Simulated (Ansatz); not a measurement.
C2H5 (SMILES [CH2]C), doublet, geometry from GFN2-xTB; CCSD(T)/cc-pVDZ (Ansatz, a first-principles code).

Here is a job for Ansatz.
Ansatz 0.2 input:
```yaml
crystal:
  periodic: [false, false, false]
  atoms:
    - {symbol: C, position_ang: [-0.02614715, -0.68564880, -0.01471818]}
    - {symbol: C, position_ang: [0.00914777, 0.78429993, 0.01653914]}
    - {symbol: H, position_ang: [0.98817534, -1.11000404, -0.01568722]}
    - {symbol: H, position_ang: [-0.53087951, -1.08690884, 0.86435588]}
    - {symbol: H, position_ang: [-0.52155198, -1.05009079, -0.91400379]}
    - {symbol: H, position_ang: [0.10921562, 1.30609826, 0.94783358]}
    - {symbol: H, position_ang: [0.05703688, 1.34899869, -0.89342413]}
basis:
  gaussian:
    orbitals: cc-pVDZ
magnetization: {spin_polarized: true, initial_magnetization: 1}
correlation: {method: ccsd_t}
```

The log (banner, timings and long lists left out):

```
Functional definition: HF
476 factors; integrals over basis functions are off by at most 1.1e-3 eV
mean field evaluation 1: about -2137.2943 eV, gradient 1.5e1 eV
mean field evaluation 2: about -2137.3698 eV, gradient 1.5e1 eV
mean field evaluation 4: about -2138.8691 eV, gradient 1.8e0 eV
mean field evaluation 8: about -2138.9056 eV, gradient 2.0e-1 eV
mean field evaluation 16: about -2137.2953 eV, gradient 1.5e1 eV
mean field -2138.90634250 eV, -78.6033582841 hartree, gradient 2.1e-6 eV, S^2 0.762309; 0 other end points of the search recorded, 0 dependent functions left out
2 core orbitals not correlated
reference -2138.90634250 eV, -78.6033582841 hartree; 7, 6 occupied and 44, 45 virtual orbitals, 476 factors
second order -7.27799830 eV of doubles, -0.00000000 eV of singles
cycle   1  -8.00272965 eV  change   -7.2e-1 eV  update   5.4e-2
cycle   2  -8.24646736 eV  change   -2.4e-1 eV  update   1.8e-2
cycle   3  -8.27071458 eV  change   -2.4e-2 eV  update   6.4e-3
cycle   4  -8.27119249 eV  change   -4.8e-4 eV  update   2.5e-3
cycle   5  -8.27144388 eV  change   -2.5e-4 eV  update   9.0e-4
cycle   6  -8.27139685 eV  change    4.7e-5 eV  update   2.3e-4
cycle   7  -8.27141516 eV  change   -1.8e-5 eV  update   8.5e-5
cycle   8  -8.27141153 eV  change    3.6e-6 eV  update   2.8e-5
cycle   9  -8.27140802 eV  change    3.5e-6 eV  update   9.3e-6
perturbative correction -0.19463130 eV, -0.0071525683 hartree
Total energy: -2147.37238182 eV, -78.9144794907 hartree
```
